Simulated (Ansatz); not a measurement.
Diphenyliodonium cyclic bis(sulfonyl)imide, `O=S1(=O)[N-]S(=O)(=O)C(F)(F)C(F)(F)C1(F)F.c1ccc([I+]c2ccccc2)cc1`: single points at one geometry.

```yaml
crystal:
  periodic: [false, false, false]
  atoms:
    - {symbol: O, position_ang: [0.816421, 0.926194, 2.164678]}
    - {symbol: S, position_ang: [0.806780, 1.385925, 0.753771]}
    - {symbol: O, position_ang: [2.010496, 2.047877, 0.201666]}
    - {symbol: N, position_ang: [0.149280, 0.179827, -0.129769]}
    - {symbol: S, position_ang: [-0.132272, 0.399208, -1.723557]}
    - {symbol: O, position_ang: [-0.839837, -0.813761, -2.203428]}
    - {symbol: O, position_ang: [0.973555, 0.958487, -2.533647]}
    - {symbol: C, position_ang: [-1.422061, 1.796351, -1.686835]}
    - {symbol: F, position_ang: [-1.657526, 2.209969, -2.949451]}
    - {symbol: F, position_ang: [-2.579442, 1.315658, -1.164799]}
    - {symbol: C, position_ang: [-0.960626, 3.022238, -0.840857]}
    - {symbol: F, position_ang: [0.078794, 3.612130, -1.469620]}
    - {symbol: F, position_ang: [-2.000398, 3.907266, -0.799048]}
    - {symbol: C, position_ang: [-0.543833, 2.718810, 0.630649]}
    - {symbol: F, position_ang: [-0.089109, 3.858279, 1.192431]}
    - {symbol: F, position_ang: [-1.638607, 2.303605, 1.318065]}
    - {symbol: C, position_ang: [-3.190124, -0.413662, 1.377561]}
    - {symbol: C, position_ang: [-2.260005, -0.441975, 2.426419]}
    - {symbol: C, position_ang: [-1.191452, -1.348555, 2.402443]}
    - {symbol: C, position_ang: [-1.117844, -2.207588, 1.303227]}
    - {symbol: I, position_ang: [0.568143, -3.519166, 1.184245]}
    - {symbol: C, position_ang: [1.976691, -2.282150, 0.158832]}
    - {symbol: C, position_ang: [2.767487, -1.427256, 0.931835]}
    - {symbol: C, position_ang: [3.584874, -0.521210, 0.239604]}
    - {symbol: C, position_ang: [3.581159, -0.488935, -1.161836]}
    - {symbol: C, position_ang: [2.775764, -1.370385, -1.896398]}
    - {symbol: C, position_ang: [1.945371, -2.290096, -1.238558]}
    - {symbol: C, position_ang: [-2.014224, -2.209054, 0.231607]}
    - {symbol: C, position_ang: [-3.070091, -1.289150, 0.288942]}
    - {symbol: H, position_ang: [-4.002710, 0.326821, 1.392033]}
    - {symbol: H, position_ang: [-2.330021, 0.274453, 3.257015]}
    - {symbol: H, position_ang: [-0.430173, -1.335567, 3.191997]}
    - {symbol: H, position_ang: [2.718369, -1.412014, 2.028194]}
    - {symbol: H, position_ang: [4.183863, 0.201701, 0.810526]}
    - {symbol: H, position_ang: [4.183114, 0.263942, -1.689147]}
    - {symbol: H, position_ang: [2.743032, -1.310374, -2.993012]}
    - {symbol: H, position_ang: [1.265048, -2.936590, -1.807604]}
    - {symbol: H, position_ang: [-1.883669, -2.855509, -0.644777]}
    - {symbol: H, position_ang: [-3.774195, -1.235747, -0.553397]}
basis:
  gaussian: {orbitals: def2-TZVP, fitting: {mean_field: def2-universal-jkfit}, initial_orbitals: start.molden}
hamiltonian: {xc: r2scan, dispersion: d4}
scf: {omitted_lower_state_checks: [starts]}
output: {forces: true, orbitals: {seedname: orbitals}}
```

The file start.molden holds the orbitals of an earlier run on this structure, at another level or in another basis.

```sh
$ ansatz run in.yaml --threads 2 --pin off --events-out ev --progress --plain --max-ram 32768MiB --backend cuda --devices 0, --max-vram 18GiB
```

Shortened log:

```
Functional definition: r2SCAN
2626 factors; integrals over basis functions are off by at most 1.6e0 eV
mean field evaluation 1: about -71464.0812 eV, gradient 1.4e1 eV
mean field evaluation 2: about -71464.3089 eV, gradient 2.9e-1 eV
mean field evaluation 4: about -71464.3352 eV, gradient 1.1e-3 eV
mean field -71464.33519621 eV, -2626.2658781947 hartree, gradient 1.3e-5 eV, S^2 0.000000; 0 other end points of the search recorded, 0 dependent functions left out
reference -71464.33521453 eV, -2626.2658788676 hartree; 125, 125 occupied and 865, 865 virtual orbitals, 2626 factors
Total energy: -71465.04173258 eV, -2626.2918429274 hartree
Atom 0 at     0.816421     0.926194     2.164678 Å, force     0.011391     0.690613    -2.082675 eV/Å
Atom 1 at     0.806780     1.385925     0.753771 Å, force     0.952137     0.062069     0.328718 eV/Å
Atom 2 at     2.010496     2.047877     0.201666 Å, force    -1.820073    -1.049606     0.918382 eV/Å
Atom 3 at     0.149280     0.179827    -0.129769 Å, force     0.210400     0.912451    -0.441933 eV/Å
Atom 4 at    -0.132272     0.399208    -1.723557 Å, force     0.531255    -0.370486    -0.766342 eV/Å
Atom 5 at    -0.839837    -0.813761    -2.203428 Å, force     1.062807     1.793885     0.684470 eV/Å
Atom 6 at     0.973555     0.958487    -2.533647 Å, force    -1.707823    -0.935658     1.209811 eV/Å
Atom 7 at    -1.422061     1.796351    -1.686835 Å, force     0.108605    -0.217780    -0.012958 eV/Å
Atom 8 at    -1.657526     2.209969    -2.949451 Å, force     0.008042    -0.090688     0.335157 eV/Å
Atom 9 at    -2.579442     1.315658    -1.164799 Å, force     0.290088     0.152101    -0.185117 eV/Å
Atom 10 at    -0.960626     3.022238    -0.840857 Å, force     0.065523     0.097751    -0.063845 eV/Å
Atom 11 at     0.078794     3.612130    -1.469620 Å, force    -0.343603    -0.107646     0.173261 eV/Å
Atom 12 at    -2.000398     3.907266    -0.799048 Å, force     0.271006    -0.200758    -0.023217 eV/Å
Atom 13 at    -0.543833     2.718810     0.630649 Å, force     0.136900    -0.179925     0.081929 eV/Å
Atom 14 at    -0.089109     3.858279     1.192431 Å, force    -0.165361    -0.275196    -0.132305 eV/Å
Atom 15 at    -1.638607     2.303605     1.318065 Å, force     0.301041     0.159431    -0.164105 eV/Å
Atom 16 at    -3.190124    -0.413662     1.377561 Å, force     0.066719    -0.072330     0.003943 eV/Å
Atom 17 at    -2.260005    -0.441975     2.426419 Å, force    -0.003310    -0.048687    -0.053127 eV/Å
Atom 18 at    -1.191452    -1.348555     2.402443 Å, force    -0.080880    -0.034770    -0.076998 eV/Å
Atom 19 at    -1.117844    -2.207588     1.303227 Å, force    -0.250958     0.216474     0.005909 eV/Å
Atom 20 at     0.568143    -3.519166     1.184245 Å, force    -0.035940     0.351543    -0.126438 eV/Å
Atom 21 at     1.976691    -2.282150     0.158832 Å, force     0.197495     0.217121    -0.160770 eV/Å
Atom 22 at     2.767487    -1.427256     0.931835 Å, force    -0.002493    -0.028546    -0.118308 eV/Å
Atom 23 at     3.584874    -0.521210     0.239604 Å, force    -0.022204    -0.048991    -0.040711 eV/Å
Atom 24 at     3.581159    -0.488935    -1.161836 Å, force    -0.028115    -0.082062     0.041900 eV/Å
Atom 25 at     2.775764    -1.370385    -1.896398 Å, force     0.019407    -0.006056     0.066916 eV/Å
Atom 26 at     1.945371    -2.290096    -1.238558 Å, force     0.072016     0.051747     0.082614 eV/Å
Atom 27 at    -2.014224    -2.209054     0.231607 Å, force    -0.008033     0.042813     0.112673 eV/Å
Atom 28 at    -3.070091    -1.289150     0.288942 Å, force     0.038864    -0.006539     0.058915 eV/Å
Atom 29 at    -4.002710     0.326821     1.392033 Å, force     0.396975    -0.369423    -0.004047 eV/Å
Atom 30 at    -2.330021     0.274453     3.257015 Å, force     0.028834    -0.360488    -0.412055 eV/Å
Atom 31 at    -0.430173    -1.335567     3.191997 Å, force    -0.378987    -0.030995    -0.406966 eV/Å
Atom 32 at     2.718369    -1.412014     2.028194 Å, force     0.017756    -0.034783    -0.550648 eV/Å
Atom 33 at     4.183863     0.201701     0.810526 Å, force    -0.295114    -0.369407    -0.284536 eV/Å
Atom 34 at     4.183114     0.263942    -1.689147 Å, force    -0.303001    -0.374579     0.263636 eV/Å
Atom 35 at     2.743032    -1.310374    -2.993012 Å, force     0.021020    -0.037662     0.548846 eV/Å
Atom 36 at     1.265048    -2.936590    -1.807604 Å, force     0.342729     0.304645     0.306065 eV/Å
Atom 37 at    -1.883669    -2.855509    -0.644777 Å, force    -0.052206     0.309777     0.458630 eV/Å
Atom 38 at    -3.774195    -1.235747    -0.553397 Å, force     0.347090    -0.029357     0.425325 eV/Å
Dipole moment:    -0.012136    -1.966797     0.789293 e Å
Checks for a lower state left out: starts
```

It took 17 s on 2 threads of AMD EPYC 7R13 on a shared host and a share (18 GiB) of an NVIDIA H100 80GB HBM3, peak host memory 1.2 GiB.

First input, but with `hamiltonian: {xc: {name: B97M-V}}` (abridged; 26 s):

```
Functional definition: B97M-V
mean field -71468.89860306 eV, -2626.4335803032 hartree, gradient 2.2e-5 eV, S^2 0.000000
Total energy: -71468.89869825 eV, -2626.4335838013 hartree
Atom 0 force    -0.001014     0.815118    -2.602893 eV/Å
Atom 1 force     1.031129     0.196446     0.395404 eV/Å
Atom 2 force    -2.262290    -1.288232     1.106252 eV/Å
Atom 3 force     0.231437     1.069531    -0.512427 eV/Å
Atom 4 force     0.522725    -0.327854    -0.930398 eV/Å
Atom 5 force     1.327246     2.209125     0.894104 eV/Å
Atom 6 force    -2.106431    -1.128521     1.512657 eV/Å
Atom 7 force     0.141786    -0.213235    -0.022959 eV/Å
Atom 8 force     0.047311    -0.197855     0.670377 eV/Å
Atom 9 force     0.577580     0.281913    -0.317814 eV/Å
Atom 10 force     0.023325     0.118019    -0.055996 eV/Å
Atom 11 force    -0.620161    -0.266896     0.341448 eV/Å
Atom 12 force     0.555154    -0.422416    -0.042661 eV/Å
Atom 13 force     0.167471    -0.177979     0.065251 eV/Å
Atom 14 force    -0.304923    -0.570396    -0.269480 eV/Å
Atom 15 force     0.572297     0.272334    -0.339610 eV/Å
Atom 16 force     0.118630    -0.092567    -0.007651 eV/Å
Atom 17 force     0.035540    -0.063763    -0.073672 eV/Å
Atom 18 force    -0.176199     0.040287    -0.127504 eV/Å
Atom 19 force    -0.150650     0.138179    -0.001055 eV/Å
Atom 20 force    -0.068917     0.659403    -0.236187 eV/Å
Atom 21 force     0.109629     0.149686    -0.100664 eV/Å
Atom 22 force     0.041664     0.046120    -0.221550 eV/Å
Atom 23 force    -0.059402    -0.068454    -0.030848 eV/Å
Atom 24 force    -0.072527    -0.098070     0.065109 eV/Å
Atom 25 force    -0.010899    -0.018190     0.095179 eV/Å
Atom 26 force     0.149186     0.161115     0.066726 eV/Å
Atom 27 force    -0.070117     0.152564     0.149505 eV/Å
Atom 28 force     0.084643    -0.014398     0.056438 eV/Å
Atom 29 force     0.545832    -0.509646    -0.004868 eV/Å
Atom 30 force     0.033536    -0.489812    -0.567787 eV/Å
Atom 31 force    -0.510539    -0.044752    -0.556814 eV/Å
Atom 32 force     0.017575    -0.047977    -0.747373 eV/Å
Atom 33 force    -0.405908    -0.503387    -0.398104 eV/Å
Atom 34 force    -0.412789    -0.523706     0.364501 eV/Å
Atom 35 force     0.031760    -0.044084     0.756159 eV/Å
Atom 36 force     0.460197     0.414846     0.419804 eV/Å
Atom 37 force    -0.064274     0.421026     0.624351 eV/Å
Atom 38 force     0.471388    -0.033526     0.585051 eV/Å
Dipole moment:    -0.007879    -1.997802     0.799959 e Å
Checks for a lower state left out: starts
```

First input, but with `hamiltonian: {xc: pbe0, dispersion: d4}`, `output: {orbitals: {seedname: orbitals}}` (abridged; 14 s):

```
Functional definition: PBE0
mean field -71430.04844093 eV, -2625.0058631784 hartree, gradient 2.1e-5 eV, S^2 0.000000
Total energy: -71432.03523554 eV, -2625.0788765337 hartree
Checks for a lower state left out: starts
```

As the first input, with `hamiltonian: {xc: {name: r2SCANh}, dispersion: d4}`, `output: {orbitals: {seedname: orbitals}}` (abridged; 17 s):

```
Functional definition: r2SCANh
mean field -71461.18335680 eV, -2626.1500502326 hartree, gradient 1.0e-5 eV, S^2 0.000000
Total energy: -71461.93516351 eV, -2626.1776786197 hartree
Checks for a lower state left out: starts
```

The first input with `hamiltonian: {xc: pbe, dispersion: d4}`, `output: {orbitals: {seedname: orbitals}}` (abridged; 12 s):

```
Functional definition: PBE
mean field -71427.95534397 eV, -2624.9289432837 hartree, gradient 2.2e-5 eV, S^2 0.000000
Total energy: -71430.19333231 eV, -2625.0111878382 hartree
Checks for a lower state left out: starts
```

Geometry: PBE-D4/def2-SVP.

In the def2 sets I takes a core potential; there is no spin–orbit coupling. Single mean-field runs in def2-TZVP are fitted with def2-universal-jkfit.
